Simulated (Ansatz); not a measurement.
The same path of C$_{3}$H$_{8}$AsNO (14 atoms, charge 0, multiplicity 1) was run twice with different band settings. The coordinate that changes most is the dihedral As6–N4–C5–H12.

Level of theory: Ansatz, RKS B3LYP/def2-SVP.

Relaxed end points:

```xyz
14
Properties=species:S:1:pos:R:3
C -1.977 0.061 -0.146
C -0.771 0.017 0.779
O -0.890 0.163 1.992
N 0.471 -0.190 0.247
C 0.789 -0.269 -1.167
As 1.806 -0.255 1.623
H -2.866 0.224 0.475
H -1.895 0.879 -0.880
H -2.096 -0.881 -0.704
H 1.221 0.674 -1.552
H 1.516 -1.074 -1.361
H -0.112 -0.497 -1.756
H 1.858 1.255 1.898
H 2.935 -0.137 0.580
```

```xyz
14
Properties=species:S:1:pos:R:3
C -1.927 -0.468 -0.054
C -0.729 -0.112 0.811
O -0.850 0.111 2.012
N 0.510 -0.038 0.237
C 0.802 -0.164 -1.179
As 1.849 0.375 1.548
H -2.810 -0.495 0.596
H -2.087 0.278 -0.848
H -1.804 -1.451 -0.536
H 1.706 -0.773 -1.340
H -0.023 -0.665 -1.703
H 0.969 0.818 -1.660
H 1.503 1.863 1.698
H 2.879 0.691 0.445
```

Common settings: movable images 7; climbing image yes; spring 5.0 eV/Å²; optimiser quadratic models (default); start path IDPP; end points relaxed.

| run | force threshold | iteration limit |
| --- | --- | --- |
| 1 | 0.03 eV/Å | 32 |
| 2 | 0.5 eV/Å | 35 |

(1) What does each run give, and how far can it be trusted?

Results:

(1) Run 1: converged after 8 iterations, highest image 0.010 eV above the first end. A vibrational analysis at the climbing image gives one clearly imaginary mode, 42i cm⁻¹: a first-order saddle point.
Run 2: converged after 2 iterations, highest image 0.023 eV above the first end. The threshold of 0.5 eV/Å is loose, so the images may lie well off the minimum-energy path. The order of the stationary point at the top wasn't checked.
